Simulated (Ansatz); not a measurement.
This geometry of AlClH5NSi2 (10 atoms, charge 0, multiplicity 1) is a first-order saddle point.

All numbers below come from Ansatz 0.2.0, RKS BLYP-D4/def2-SVP.

```xyz
10
Properties=species:S:1:pos:R:3
Si -1.199 -1.428 -0.631
Si 0.725 -0.142 -0.090
Cl 2.206 -1.554 0.509
N 0.449 1.169 1.098
Al 1.161 2.153 -0.241
H -1.542 -1.238 -2.082
H -0.991 -2.891 -0.366
H -2.363 -0.938 0.188
H 0.084 1.137 2.057
H 1.553 3.679 -0.439
```

Task: Which two structures does it join? (They come from a converged band through this point; their orientation in space is the band's.)

Result: No bond is made or broken. The dihedral H6–Si1–Si2–Cl3 goes from -179 to -59°. The two ends are copies of one structure, up to a mirror image or an exchange of like atoms.

Image 0:

```xyz
10
Properties=species:S:1:pos:R:3
Si -1.165 -1.468 -0.590
Si 0.706 -0.162 0.025
Cl 1.930 -1.538 1.105
N 0.331 1.337 0.934
Al 1.334 2.057 -0.383
H -2.127 -0.641 -1.397
H -0.742 -2.655 -1.407
H -1.869 -1.955 0.646
H -0.196 1.468 1.805
H 1.881 3.506 -0.735
```

Image 6:

```xyz
10
Properties=species:S:1:pos:R:3
Si -1.235 -1.413 -0.582
Si 0.690 -0.096 -0.197
Cl 2.207 -1.551 0.175
N 0.535 1.132 1.100
Al 1.107 2.208 -0.231
H -1.023 -2.340 -1.743
H -1.539 -2.231 0.643
H -2.415 -0.528 -0.875
H 0.268 1.023 2.086
H 1.486 3.744 -0.373
```

Task: How far does it lie above each of them?

Result: 1.3 kcal/mol above the first and 1.2 kcal/mol above the second. This is the barrier of this one path; another mechanism may lie lower.

Run time: 72 s on 2 threads of Intel(R) Xeon(R) Platinum 8375C CPU @ 2.90GHz (Ice Lake) (shared host), peak memory 0.18 GiB.
